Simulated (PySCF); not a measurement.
Circular dichroism: `C[C@@H](N)[C@@H]1C[C@@H]1S`, C₅H₁₁NS

Geometry:
```csv
atom,x (Å),y (Å),z (Å)
C1,-1.104,1.628,-0.519
C2,-0.696,0.284,0.080
N3,-1.896,-0.433,0.481
C4,0.161,-0.502,-0.903
C5,0.959,-1.677,-0.421
C6,1.662,-0.439,-0.881
S7,2.535,0.535,0.359
H8,-1.742,2.157,0.183
H9,-0.228,2.237,-0.732
H10,-1.657,1.477,-1.444
H11,-0.114,0.458,0.993
H12,-2.476,-0.628,-0.329
H13,-1.653,-1.320,0.909
H14,-0.284,-0.586,-1.891
H15,1.027,-2.567,-1.028
H16,0.962,-1.872,0.642
H17,2.199,-0.465,-1.821
H18,2.336,1.720,-0.218
```

Level of theory: TDDFT wB97X-D/aug-cc-pVDZ circular dichroism and optical rotation, one conformer, gas phase (PySCF 2.14.0). Geometry: GFN2-xTB.

The molecule is flexible and this is one conformer; a measurement averages over conformers.

**Question.** Assign R or S to each stereocentre.

**Answer.** C2 R, C4 S, C6 S.

**Question.** List the lowest 12 singlet excitations with oscillator and rotatory strengths.

**Answer.** Rotatory strengths R in 10⁻⁴⁰ esu² cm², velocity form and length form (origin at the centre of mass); f in length form.
| state | E (eV) | λ (nm) | f | R (velocity) | R (length) | main |
| --- | --- | --- | --- | --- | --- | --- |
| 1 | 5.61 | 221 | 0.006 | -9.6 | -9.7 | HOMO→LUMO+9 0.21, HOMO→LUMO 0.12 |
| 2 | 5.88 | 211 | 0.036 | +9.5 | +9.3 | HOMO→LUMO 0.36, HOMO→LUMO+2 0.13 |
| 3 | 6.08 | 204 | 0.011 | +8.0 | +8.0 | HOMO→LUMO+1 0.21, HOMO→LUMO+4 0.18 |
| 4 | 6.46 | 192 | 0.013 | -8.1 | -7.9 | HOMO→LUMO+3 0.39, HOMO→LUMO+2 0.17 |
| 5 | 6.70 | 185 | 0.009 | +4.6 | +4.4 | HOMO→LUMO+2 0.33, HOMO→LUMO+3 0.12 |
| 6 | 6.93 | 179 | 0.0008 | +1.6 | +1.5 | HOMO−1→LUMO+3 0.26, HOMO→LUMO+1 0.23 |
| 7 | 7.00 | 177 | 0.004 | -1.6 | -1.6 | HOMO−1→LUMO+1 0.29, HOMO→LUMO+7 0.23 |
| 8 | 7.15 | 173 | 0.049 | -12.0 | -12.3 | HOMO→LUMO+6 0.20, HOMO−1→LUMO+2 0.18 |
| 9 | 7.25 | 171 | 0.004 | -6.9 | -6.6 | HOMO−1→LUMO 0.49, HOMO→LUMO+2 0.09 |
| 10 | 7.45 | 166 | 0.020 | +8.0 | +8.1 | HOMO→LUMO+7 0.33, HOMO→LUMO+5 0.13 |
| 11 | 7.46 | 166 | 0.004 | +2.8 | +3.0 | HOMO→LUMO+5 0.35, HOMO→LUMO+4 0.10 |
| 12 | 7.60 | 163 | 0.007 | -3.3 | -3.2 | HOMO→LUMO+6 0.20, HOMO−1→LUMO+2 0.14 |

Among the states computed, the strongest CD band (largest |R|) is state 8. The largest dissymmetry factor in size, g = 4R/(D+G), with D and G the electric and magnetic dipole strengths, is +0.019 for state 6 (velocity form, f = 0.0009), among bands with |R| over 0.5. The mirror image has the same energies and oscillator strengths and all R with the opposite sign.
